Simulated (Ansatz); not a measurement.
Ga₉As₉H₂₈, a nanocrystal cut from zinc blende GaAs (hydrogen-capped). The state is a singlet with charge 0. Geometry PBE-D4/def2-SVP, basis def2-TZVP, Ansatz.

```tsv
run	HOMO (eV)	LUMO (eV)
A	-6.86	-1.60
B	-5.76	-2.22
C	-5.92	-2.32
D	-6.16	-2.15
```

Single mean-field runs in def2-TZVP are fitted with def2-universal-jkfit.

**Question.** The runs used BLYP, PBE, PBE0, r2SCAN. Estimate which is which.

**Answer.** A PBE0 (25 % exact exchange); B BLYP (0 % exact exchange); C PBE (0 % exact exchange); D r2SCAN (0 % exact exchange). Exact exchange lowers occupied and raises empty levels; among semilocal functionals meta-GGAs tend to open the gap a little, and such runs are hard to tell apart. The gap grows from 3.54 eV (BLYP) to 5.26 eV (PBE0).
